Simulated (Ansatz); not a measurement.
The cluster Ti2O3⁺, relaxed as a doublet with UKS B3LYP-D4/def2-SVP in Ansatz, starting from the GFN1-xTB geometry. Force threshold 0.02 eV/Å.

The structure comes from a short search, and lower isomers may exist.

Start:

```xyz
5

Ti   -0.033    0.756   -0.550
Ti    0.269   -1.613    0.537
O    -0.607    2.074    0.144
O    -1.007   -0.932   -0.439
O     1.379   -0.286    0.308
```

Problem. Estimate the energy that the relaxation releases and the steps that it takes.

Solution. 0.38 eV, in 7 steps; 1.9 min on 4 threads of Intel Xeon on a shared host. No frequencies were taken in this run, so the end may be a saddle point.

Problem. Does the start keep its bonding and symmetry?

Solution. By distances, no bond broke or formed. The bond that changes most is Ti1–O5, from 1.95 to 1.90 Å (atoms count from 1). Point group Cs at the start, Cs at the end, both within 0.05 Å.

Problem. Predict the relaxed structure.

Solution. 
```xyz
5

Ti    0.010    0.774   -0.702
Ti    0.249   -1.596    0.586
O    -0.586    1.889    0.237
O    -0.957   -0.837   -0.411
O     1.284   -0.230    0.290
```
Bond lengths (bridged metal pairs left out): 5 × O–Ti 1.57 to 1.90 Å.
